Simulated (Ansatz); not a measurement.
Species: BN2H4, charge 0, doublet. BN2H4 (SMILES N[B]N, doublet).
B3LYP-D3(BJ)/def2-TZVP minimum from Ansatz (a first-principles code):
```
B
N 1 1.3992
H 2 1.0035 1 122.58
H 2 1.0116 3 113.34 1 -180.00
N 1 1.3992 2 127.78 3 -180.00
H 5 1.0035 1 122.58 2 180.00
H 5 1.0116 6 113.34 1 -180.00
```
Charge 0, spin multiplicity 2.

Total energies in cc-pVDZ, 17 correlated electrons, 3 frozen orbitals. UHF or UKS for unpaired electrons; spin-orbit terms are left out. Correlated methods leave the cores frozen. No relativity.

| method | program | energy (Eh) | minus CCSDT(Q) (mEh) |
|---|---|---|---|
| HF | Ansatz | -135.94464 | 445.67 |
| MP2 | Ansatz | -136.34921 | 41.10 |
| CCSD | Ansatz | -136.37728 | 13.03 |
| CCSD(T) | Ansatz | -136.38862 | 1.69 |
| CCSDT(Q) | Ansatz | -136.39031 | 0.00 |

Rough core times of Ansatz's runs on a shared machine: CCSD(T) under 20 s, CCSDT(Q) 7 min.
